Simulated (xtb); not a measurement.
xtb input (GFN1-xTB):

```bash
xtb mol.xyz --gfn 1 --sp --chrg -1 --uhf 0
```
mol.xyz:
```
7

N     -1.04085180     1.06710179    -0.01446043
B     -0.06196680     0.11106660     0.00414931
O     -0.37409219    -1.28882579    -0.18145630
O      1.35510109     0.27261633     0.19398292
H     -0.67722394     2.00603680     0.12884273
H     -1.32896979    -1.29949567    -0.29902516
H      1.75391914    -0.60191099     0.15044593
```

Output:

```
           -------------------------------------------------
          |                Calculation Setup                |
           -------------------------------------------------

           -------------------------------------------------
          |                 G F N 1 - x T B                 |
           -------------------------------------------------

        Reference                      10.1021/acs.jctc.7b00118
      * Hamiltonian:
        H0-scaling (s, p, d)           1.850000    2.250000    2.000000
        zeta-weighting                 0.000000
      * Dispersion:
        s8                             2.400000
        a1                             0.630000
        a2                             5.000000
        s9                             0.000000
      * Repulsion:
        kExp                           1.500000
        rExp                           1.000000
      * Coulomb:
        alpha                          2.000000
        third order                    atomic
        anisotropic                    false
      * Halogen bond correction:
        rad-scale                      1.300000
        damping                        0.440000

          ...................................................
          :                      SETUP                      :
          :.................................................:
          :  # basis functions                  22          :
          :  # atomic orbitals                  22          :
          :  # shells                           14          :
          :  # electrons                        24          :
          :  # halogen bonds                     0          :
          :  max. iterations                   250          :
          :  Hamiltonian                  GFN1-xTB          :
          :  restarted?                      false          :
          :  GBSA solvation                  false          :
          :  PC potential                    false          :
          :  electronic temp.          300.0000000     K    :
          :  accuracy                    1.0000000          :
          :  -> integral cutoff          0.2500000E+02      :
          :  -> integral neglect         0.1000000E-07      :
          :  -> SCF convergence          0.1000000E-05 Eh   :
          :  -> wf. convergence          0.2000000E-04 e    :
          :  Broyden damping             0.4000000          :
          :  net charge                         -1          :
          :  unpaired electrons                  0          :
          ...................................................

 iter      E             dE          RMSdq      gap      omega  full diag
   1    -15.9185817 -0.159186E+02  0.889E+00    7.26       0.0  T
   2    -16.0081010 -0.895193E-01  0.478E+00    6.09       1.0  T
   3    -16.0086366 -0.535594E-03  0.160E+00    5.97       1.0  T
   4    -16.0090539 -0.417288E-03  0.432E-01    6.02       1.0  T
   5    -16.0097336 -0.679749E-03  0.267E-01    5.90       1.0  T
   6    -16.0101650 -0.431369E-03  0.393E-02    5.96       1.0  T
   7    -16.0101738 -0.876492E-05  0.122E-03    5.96      31.0  T
   8    -16.0101738 -0.112615E-08  0.975E-04    5.96      38.7  T
   9    -16.0101738 -0.299049E-08  0.469E-04    5.96      80.6  T
  10    -16.0101738 -0.107049E-08  0.177E-04    5.96     213.4  T
  11    -16.0101738 -0.176417E-09  0.224E-05    5.96    1688.1  T

   *** convergence criteria satisfied after 11 iterations ***

         #    Occupation            Energy/Eh            Energy/eV
      -------------------------------------------------------------
         1        2.0000           -0.5169629             -14.0673
       ...           ...                  ...                  ...
         6        2.0000           -0.3102369              -8.4420
         7        2.0000           -0.2898766              -7.8879
         8        2.0000           -0.2718228              -7.3967
         9        2.0000           -0.2507410              -6.8230
        10        2.0000           -0.2135598              -5.8113
        11        2.0000           -0.1183666              -3.2209
        12        2.0000           -0.1025755              -2.7912 (HOMO)
        13                          0.1164910               3.1699 (LUMO)
        14                          0.1240199               3.3748
        15                          0.1379592               3.7541
        16                          0.1903296               5.1791
        17                          0.4326179              11.7721
       ...                                ...                  ...
        22                          1.0026060              27.2823
      -------------------------------------------------------------
                  HL-Gap            0.2190665 Eh            5.9611 eV
             Fermi-level            0.0069578 Eh            0.1893 eV

 SCC (total)                   0 d,  0 h,  0 min,  0.003 sec
 SCC setup                      ...        0 min,  0.000 sec (  1.719%)
 Dispersion                     ...        0 min,  0.000 sec (  0.846%)
 classical contributions        ...        0 min,  0.000 sec (  0.389%)
 integral evaluation            ...        0 min,  0.001 sec ( 24.640%)
 iterations                     ...        0 min,  0.001 sec ( 30.953%)
 molecular gradient             ...        0 min,  0.001 sec ( 39.020%)
 printout                       ...        0 min,  0.000 sec (  2.266%)

         :::::::::::::::::::::::::::::::::::::::::::::::::::::
         ::                     SUMMARY                     ::
         :::::::::::::::::::::::::::::::::::::::::::::::::::::
         :: total energy             -15.904666403897 Eh    ::
         :: gradient norm              0.033237528819 Eh/a0 ::
         :: HOMO-LUMO gap              5.961102898728 eV    ::
         ::.................................................::
         :: SCC energy               -16.010173774602 Eh    ::
         :: -> electrostatic           0.290031438125 Eh    ::
         :: repulsion energy           0.106889903739 Eh    ::
         :: dispersion energy         -0.001382533034 Eh    ::
         :: halogen bond corr.         0.000000000000 Eh    ::
         :: add. restraining           0.000000000000 Eh    ::
         :: total charge              -1.000000000000 e     ::
         :::::::::::::::::::::::::::::::::::::::::::::::::::::

           -------------------------------------------------
          |                Property Printout                |
           -------------------------------------------------

    * Orbital Energies and Occupations

         #    Occupation            Energy/Eh            Energy/eV
      -------------------------------------------------------------
         1        2.0000           -0.5169629             -14.0673
         2        2.0000           -0.5121936             -13.9375
         3        2.0000           -0.4238132             -11.5325
         4        2.0000           -0.3734223             -10.1613
         5        2.0000           -0.3593657              -9.7788
         6        2.0000           -0.3102369              -8.4420
         7        2.0000           -0.2898766              -7.8879
         8        2.0000           -0.2718228              -7.3967
         9        2.0000           -0.2507410              -6.8230
        10        2.0000           -0.2135598              -5.8113
        11        2.0000           -0.1183666              -3.2209
        12        2.0000           -0.1025755              -2.7912 (HOMO)
        13                          0.1164910               3.1699 (LUMO)
        14                          0.1240199               3.3748
        15                          0.1379592               3.7541
Note: The following floating-point exceptions are signalling: IEEE_DENORMAL
normal termination of xtb
        16                          0.1903296               5.1791
        17                          0.4326179              11.7721
        18                          0.5292604              14.4019
        19                          0.6069861              16.5169
        20                          0.6218075              16.9202
        21                          0.7164508              19.4956
        22                          1.0026060              27.2823
      -------------------------------------------------------------
                  HL-Gap            0.2190665 Eh            5.9611 eV
             Fermi-level            0.0069578 Eh            0.1893 eV

  Mulliken/CM5 charges         n(s)   n(p)   n(d)
     1N    -0.83150 -1.02917   1.523  4.308  0.000
     2B     0.50325  0.41438   0.795  1.702  0.000
     3O    -0.68180 -0.82815   1.713  4.969  0.000
     4O    -0.66530 -0.80757   1.703  4.962  0.000
     5H     0.11136  0.30837   0.889  0.000  0.000
     6H     0.28216  0.47156   0.718  0.000  0.000
     7H     0.28182  0.47057   0.718  0.000  0.000

Wiberg/Mayer (AO) data.
largest (>0.10) Wiberg bond orders for each atom

 ---------------------------------------------------------------------------
     #   Z sym  total        # sym  WBO       # sym  WBO       # sym  WBO
 ---------------------------------------------------------------------------
     1   7 N    2.711 --     2 B    1.573     5 H    0.981
     2   5 B    3.358 --     1 N    1.573     4 O    0.890     3 O    0.876
     3   8 O    1.886 --     6 H    0.910     2 B    0.876
     4   8 O    1.900 --     7 H    0.913     2 B    0.890
     5   1 H    1.008 --     1 N    0.981
     6   1 H    0.954 --     3 O    0.910
     7   1 H    0.946 --     4 O    0.913
 ---------------------------------------------------------------------------

Topologies differ in total number of bonds
Writing topology from bond orders to xtbtopo.mol

 dipole moment from electron density (au)
     X       Y       Z
   0.7266  -1.0383  -0.0208  total (Debye):    3.222

           -------------------------------------------------
          | TOTAL ENERGY              -15.904666403897 Eh   |
          | GRADIENT NORM               0.033237528819 Eh/α |
          | HOMO-LUMO GAP               5.961102898728 eV   |
           -------------------------------------------------

------------------------------------------------------------------------
------------------------------------------------------------------------
 total:
 SCF:
```

It need not be the lowest isomer of its formula. Whether it binds its extra electron was not tested at this geometry.
